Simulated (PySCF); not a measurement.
C2H7BO2Si, SMILES OB(O)/C=C/[SiH3].

Coordinates come from a PBE0-D3(BJ)/def2-SVP optimisation. The structure was generated by enumeration; whether it is a known compound was not checked. The values are those of a single conformer.

Two levels are set side by side: TDDFT-PBE/def2-SVPD (PySCF) and TDDFT-LC-ωPBE/def2-SVPD (PySCF). Vertical, same geometry. The lowest singlet is HOMO−1→LUMO 99 % with PBE and HOMO−1→LUMO 96 % with the other functional; states are paired by order. Differences are taken from unrounded values.

| quantity | TDDFT-LC-ωPBE |
|---|---|
| lowest singlet excitation (eV) | 6.00 |
| lowest triplet excitation (TDA) (eV) | 3.74 |
| first bright state (f over 0.05) (eV) | 6.65 |
| its oscillator strength | 0.54 |

Question: What does TDDFT-PBE give, and how far is it from TDDFT-LC-ωPBE? (Estimate from the structure and the level; the computed values follow.)

Answer: 
| quantity | TDDFT-PBE | TDDFT-PBE minus TDDFT-LC-ωPBE |
|---|---|---|
| lowest singlet excitation (eV) | 5.34 | -0.66 |
| lowest triplet excitation (TDA) (eV) | 3.92 | 0.18 |
| first bright state (f over 0.05) (eV) | 5.82 | -0.83 |
| its oscillator strength | 0.13 | -0.40 |

Functionals without exact exchange tend to place singlet excitations lower, as here. Differences between two approximate levels are no errors against the true value.

Rough cost on one machine, each run with all the roots and properties that it gave: TDDFT-LC-ωPBE against TDDFT-PBE about 7 times.
